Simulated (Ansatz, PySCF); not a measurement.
NbOCl3, SMILES [O]=[Nb]([Cl])([Cl])[Cl], multiplicity 1. Atoms are numbered in the order given.

```xyz
5

Nb     0.0000     0.0000    -0.2118
O      0.0000     0.0000    -1.8982
Cl     1.8917    -1.0922     0.4928
Cl     0.0000     2.1844     0.4928
Cl    -1.8917    -1.0922     0.4928
```

Coordinates come from a B3LYP-D3(BJ)/def2-SVP optimisation. The multiplicity is an assumed one; no other spin state was optimised. The isomer is the one that the SMILES or the coordinates give; other isomers of the formula were not compared. The def2 effective core potentials stand for the cores of Nb; spin–orbit coupling is left out.

Two levels are set side by side: PBE-D3(BJ)/def2-SVP (Ansatz, an electronic-structure program) and B3LYP-D3(BJ)/def2-SVP (Ansatz). Each level has its own optimised geometry; the coordinates shown are those of the second. Frequencies come from the Hessian of PySCF at each geometry. Differences are taken from unrounded values.

```csv
quantity,B3LYP-D3(BJ),PBE-D3(BJ),PBE-D3(BJ) minus B3LYP-D3(BJ)
mean bond length (Å),2.143,2.146,0.003
bond Nb1–O2 (Å),1.686,1.699,0.012
bond Nb1–Cl3 (Å),2.295,2.295,-0.001
bond Nb1–Cl4 (Å),2.295,2.295,-0.001
bond Nb1–Cl5 (Å),2.295,2.295,-0.001
highest harmonic wavenumber (cm⁻¹),1046,1008,-38
mean harmonic wavenumber (cm⁻¹),344,335,-9
zero-point energy (kcal/mol),4.43,4.31,-0.12
```
